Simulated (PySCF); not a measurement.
GeI3 (SMILES [I][Ge]([I])[I]), doublet, geometry from GFN2-xTB (all electrons, no relativity), with bond 4-2 at 1.6 times its length; B3LYP/STO-3G in PySCF.

The PySCF input:
```python
from pyscf import gto, scf, dft

mol = gto.M(
    atom='''
I     2.252067   -0.944210   -0.111617
Ge   -0.011190    0.009781    0.775072
I    -1.938996   -1.479441   -0.165371
I    -0.483390    3.862525   -0.770611
''',
    basis='sto-3g',
    charge=0,
    spin=1,
    verbose=4,
)

mf = dft.UKS(mol)
mf.xc = 'b3lyp'
mf.init_guess = 'atom'
mf.kernel()
```

Problem. What does PySCF print? Leave out banner, timings and long lists.

Solution. 
```
PySCF version 2.14.0

[INPUT] verbose = 4
[INPUT] num. atoms = 4
[INPUT] num. electrons = 191
[INPUT] charge = 0
[INPUT] spin (= nelec alpha-beta = 2S) = 1
[INPUT] symmetry False subgroup None
[INPUT] Mole.unit = angstrom
[INPUT] Symbol           X                Y                Z      unit          X                Y                Z       unit  Magmom
[...]
nuclear repulsion = 1787.76147641724
number of shells = 41
number of NR pGTOs = 297
number of NR cGTOs = 99
basis = sto-3g
ecp = {}

******** <class 'pyscf.dft.uks.UKS'> ********
method = UKS
initial guess = atom
damping factor = 0
level_shift factor = 0
DIIS = <class 'pyscf.scf.diis.CDIIS'>
diis_start_cycle = 1
diis_space = 8
diis_damp = 0
SCF conv_tol = 1e-09
SCF conv_tol_grad = None
SCF max_cycles = 50
direct_scf = True
direct_scf_tol = 1e-13
number electrons alpha = 96  beta = 95
XC library pyscf.dft.libxc version 7.1.2
    S. Lehtola, C. Steigemann, M. J. T. Oliveira, and M. A. L. Marques,  SoftwareX 7, 1–5 (2018)
XC functionals = b3lyp
    P. J. Stephens, F. J. Devlin, C. F. Chabalowski, and M. J. Frisch,  J. Phys. Chem. 98, 11623 (1994)
radial grids:
    Treutler-Ahlrichs [JCP 102, 346 (1995); DOI:10.1063/1.469408] (M4) radial grids

becke partition: Becke, JCP 88, 2547 (1988); DOI:10.1063/1.454033
pruning grids: <function nwchem_prune>
grids dens level: 3
symmetrized grids: False
atomic radii adjust function: <function treutler_atomic_radii_adjust>
small_rho_cutoff = 0
Set gradient conv threshold to 3.16228e-05
Spherically averaged atomic HF for {'I', 'Ge'}

******** <class 'pyscf.scf.atom_hf.AtomSphAverageRHF'> ********
method = AtomSphAverageRHF
initial guess = minao
damping factor = 0
level_shift factor = 0
DIIS = <class 'pyscf.scf.diis.CDIIS'>
diis_start_cycle = 1
diis_space = 8
diis_damp = 0
SCF conv_tol = 1e-09
SCF conv_tol_grad = None
SCF max_cycles = 50
direct_scf = True
direct_scf_tol = 1e-13
atom = I
Set gradient conv threshold to 3.16228e-05
Initial guess from minao.
init E= -6828.31459046605
cycle= 1 E= -6850.5214803632  delta_E= -22.2  |g|=    0  |ddm|= 0.415
cycle= 2 E= -6850.52188569597  delta_E= -0.000405  |g|=    0  |ddm|= 0.0105
cycle= 3 E= -6850.52188576026  delta_E= -6.43e-08  |g|=    0  |ddm|= 0.000132
cycle= 4 E= -6850.52188576025  delta_E= 1e-11  |g|=    0  |ddm|= 2.72e-07
Extra cycle  E= -6850.52188576025  delta_E=    0  |g|=    0  |ddm|= 3.5e-11
Atomic HF for atom  I  converged. SCF energy = -6850.52188576025

[...]
cycle= 22 E= -22611.5547947597  delta_E= 3.68e-05  |g|= 0.000733  |ddm|= 0.146
cycle= 23 E= -22611.5547864753  delta_E= 8.28e-06  |g|= 0.000627  |ddm|= 0.0635
cycle= 24 E= -22611.5547828708  delta_E= 3.6e-06  |g|= 0.000185  |ddm|= 0.0548
cycle= 25 E= -22611.5547799733  delta_E= 2.9e-06  |g|= 0.000383  |ddm|= 0.0294
cycle= 26 E= -22611.5547786838  delta_E= 1.29e-06  |g|= 0.00018  |ddm|= 0.0484
cycle= 27 E= -22611.5547786371  delta_E= 4.67e-08  |g|= 0.000152  |ddm|= 0.0162
cycle= 28 E= -22611.5547789275  delta_E= -2.9e-07  |g|= 0.000101  |ddm|= 0.00441
cycle= 29 E= -22611.5547786355  delta_E= 2.92e-07  |g|= 4.2e-05  |ddm|= 0.0149
cycle= 30 E= -22611.5547785644  delta_E= 7.11e-08  |g|= 3.28e-05  |ddm|= 0.00454
cycle= 31 E= -22611.5547785128  delta_E= 5.16e-08  |g|= 3.48e-05  |ddm|= 0.0031
cycle= 32 E= -22611.5547785372  delta_E= -2.44e-08  |g|= 3.34e-05  |ddm|= 0.000847
cycle= 33 E= -22611.5547785584  delta_E= -2.12e-08  |g|= 3.31e-05  |ddm|= 0.000663
cycle= 34 E= -22611.5547785311  delta_E= 2.73e-08  |g|= 3.33e-05  |ddm|= 0.00177
cycle= 35 E= -22611.5547785884  delta_E= -5.72e-08  |g|= 3.33e-05  |ddm|= 0.0044
cycle= 36 E= -22611.5547785489  delta_E= 3.95e-08  |g|= 3.32e-05  |ddm|= 0.0194
cycle= 37 E= -22611.5547785986  delta_E= -4.98e-08  |g|= 3.29e-05  |ddm|= 0.00153
cycle= 38 E= -22611.5547785656  delta_E= 3.31e-08  |g|= 3.25e-05  |ddm|= 0.00101
cycle= 39 E= -22611.5547779547  delta_E= 6.11e-07  |g|= 2.78e-05  |ddm|= 0.0194
cycle= 40 E= -22611.5547774168  delta_E= 5.38e-07  |g|= 2.51e-05  |ddm|= 0.0227
cycle= 41 E= -22611.554776187  delta_E= 1.23e-06  |g|= 2.82e-05  |ddm|= 0.0586
cycle= 42 E= -22611.5547757018  delta_E= 4.85e-07  |g|= 3.57e-05  |ddm|= 0.0365
cycle= 43 E= -22611.5547757034  delta_E= -1.62e-09  |g|= 4.62e-05  |ddm|= 0.0056
cycle= 44 E= -22611.5547756019  delta_E= 1.01e-07  |g|= 3.48e-05  |ddm|= 0.0355
cycle= 45 E= -22611.5547756034  delta_E= -1.44e-09  |g|= 3.73e-05  |ddm|= 0.00656
cycle= 46 E= -22611.554775476  delta_E= 1.27e-07  |g|= 3.75e-05  |ddm|= 0.0337
cycle= 47 E= -22611.554775537  delta_E= -6.1e-08  |g|= 3.08e-05  |ddm|= 0.0123
cycle= 48 E= -22611.5547756194  delta_E= -8.23e-08  |g|= 1.47e-05  |ddm|= 0.0113
cycle= 49 E= -22611.554775562  delta_E= 5.74e-08  |g|= 9.76e-06  |ddm|= 0.00825
cycle= 50 E= -22611.5547753659  delta_E= 1.96e-07  |g|= 6e-06  |ddm|= 0.0345
SCF not converged.
SCF energy = -22611.5547753659 after 50 cycles  <S^2> = 0.75025816  2S+1 = 2.0002581
```

The run did not converge; its last values are not results.
